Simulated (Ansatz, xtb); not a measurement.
**C3H11B2NSi: which of two isomers lies lower**

Structure a: `BN1B[SiH2]C[C@@H]1C`, a singlet. Structure b: `BNB[C@@H]1CC[SiH2]1`, a singlet. Both are isolated molecules in the gas phase, relaxed with PBE-D3(BJ)/def2-SVP; each stands in its lowest conformer found.

a (Å):

```tsv
atom	x (Å)	y (Å)	z (Å)
C	-0.2696	1.4151	-0.5758
C	-0.9476	0.5078	0.4734
C	-0.1566	0.4503	1.7836
B	-2.1570	-1.7278	0.3794
B	-0.1292	-1.3204	-1.0522
N	-1.0925	-0.8848	-0.0770
Si	1.0003	0.3016	-1.4892
H	-2.9712	-1.2797	1.1677
H	-2.2308	-2.8645	-0.0369
H	-0.1626	-2.4636	-1.4531
H	1.1681	0.6897	-2.9346
H	2.3691	0.3187	-0.8520
H	0.1403	2.3312	-0.1075
H	-1.0158	1.7399	-1.3323
H	-1.9711	0.8735	0.6991
H	-0.0879	1.4555	2.2449
H	0.8759	0.0819	1.6056
H	-0.6419	-0.2326	2.5095
```

b (Å):

```yaml
atoms:
  - { symbol: C, position_ang: [-0.2329, 0.1936, -0.7805] }
  - { symbol: C, position_ang: [0.0016, -0.6927, -2.0460] }
  - { symbol: C, position_ang: [1.3151, -0.0878, -2.6354] }
  - { symbol: B, position_ang: [-0.8760, -2.3340, 2.2138] }
  - { symbol: B, position_ang: [-0.6218, -0.3420, 0.6200] }
  - { symbol: N, position_ang: [-0.6161, -1.7464, 0.9473] }
  - { symbol: Si, position_ang: [1.6512, 0.6328, -0.9040] }
  - { symbol: H, position_ang: [-1.1273, -1.6114, 3.1580] }
  - { symbol: H, position_ang: [-0.8424, -3.5467, 2.3265] }
  - { symbol: H, position_ang: [-0.4108, -2.3934, 0.1770] }
  - { symbol: H, position_ang: [-0.8820, 0.4350, 1.5224] }
  - { symbol: H, position_ang: [-0.7545, 1.1415, -1.0327] }
  - { symbol: H, position_ang: [-0.8587, -0.6997, -2.7486] }
  - { symbol: H, position_ang: [0.1768, -1.7520, -1.7557] }
  - { symbol: H, position_ang: [1.0949, 0.7244, -3.3587] }
  - { symbol: H, position_ang: [2.0227, -0.7959, -3.1079] }
  - { symbol: H, position_ang: [2.0820, 2.0664, -0.7364] }
  - { symbol: H, position_ang: [2.5192, -0.2422, -0.0387] }
```

Q: Estimate E(b) − E(a) at the level CCSD(T)/def2-SVP + ΔMP2/def2-TZVPP.

A: Not settled: CCSD(T)/def2-SVP + ΔMP2/def2-TZVPP gives E(b) − E(a) = −12.3 kJ/mol, but this leans on the basis-set step: CCSD(T) alone gives +1.6 kJ/mol.

How the difference moves with the method:

```json
{"level": "GFN2-xTB", "geometry": "GFN2-xTB", "E(b) − E(a) (kJ/mol)": "+56.2", "departure from the last row (kJ/mol)": "+68.5", "job, with rough time for the two": "optimisation, 0.45 s"}
{"level": "HF/STO-3G", "geometry": "GFN2-xTB", "E(b) − E(a) (kJ/mol)": "+33.2", "departure from the last row (kJ/mol)": "+45.6", "job, with rough time for the two": "single point, 0.42 s"}
{"level": "r2SCAN-D4/def2-SVP", "geometry": "GFN2-xTB", "E(b) − E(a) (kJ/mol)": "−10.7", "departure from the last row (kJ/mol)": "+1.6", "job, with rough time for the two": "single point, 4.5 s"}
{"level": "PBE-D3(BJ)/def2-SVP", "geometry": "PBE-D3(BJ)/def2-SVP", "E(b) − E(a) (kJ/mol)": "−9.2", "departure from the last row (kJ/mol)": "+3.2", "job, with rough time for the two": "optimisation, 38 s"}
{"level": "HF/def2-SVP", "geometry": "PBE-D3(BJ)/def2-SVP", "E(b) − E(a) (kJ/mol)": "−13.0", "departure from the last row (kJ/mol)": "−0.7", "job, with rough time for the two": "part of the CCSD(T) run"}
{"level": "MP2/def2-SVP", "geometry": "PBE-D3(BJ)/def2-SVP", "E(b) − E(a) (kJ/mol)": "−5.0", "departure from the last row (kJ/mol)": "+7.3", "job, with rough time for the two": "part of the CCSD(T) run"}
{"level": "CCSD(T)/def2-SVP", "geometry": "PBE-D3(BJ)/def2-SVP", "E(b) − E(a) (kJ/mol)": "+1.6", "departure from the last row (kJ/mol)": "+14.0", "job, with rough time for the two": "single point"}
{"level": "CCSD(T)/def2-SVP + ΔMP2/def2-TZVPP", "geometry": "PBE-D3(BJ)/def2-SVP", "E(b) − E(a) (kJ/mol)": "−12.3", "departure from the last row (kJ/mol)": "", "job, with rough time for the two": "single point, 96 s"}
```

As drawn, b has 1 C–B, 1 C–Si, 1 N–H in place of 1 B–Si, 1 C–N, 1 C–H. Structure a has a 5-membered ring, b a 4-membered ring.

GFN2-xTB, HF/STO-3G put the two in the other order. CCSD(T)/def2-SVP finds them nearly level. The largest departure from CCSD(T)/def2-SVP + ΔMP2/def2-TZVPP is that of GFN2-xTB, 68.5 kJ/mol. The last row adds to CCSD(T) the change of the MP2 difference between the two basis sets, here −14.0 kJ/mol, a large step that makes the value less sure.

With thermal terms from frequencies at re-optimised GFN2-xTB minima (ideal gas, soft modes damped towards free rotors, one conformer each, 298.15 K, 1 atm): on the last row, ΔE + ΔZPE = −15.6, ΔH = −13.7, ΔG = −20.6 kJ/mol.

The correlated steps freeze 11 core orbitals. Programs: Ansatz 0.2.0, xtb 6.7.1; the last row on 4 threads of Arm Neoverse V2 on a shared host.
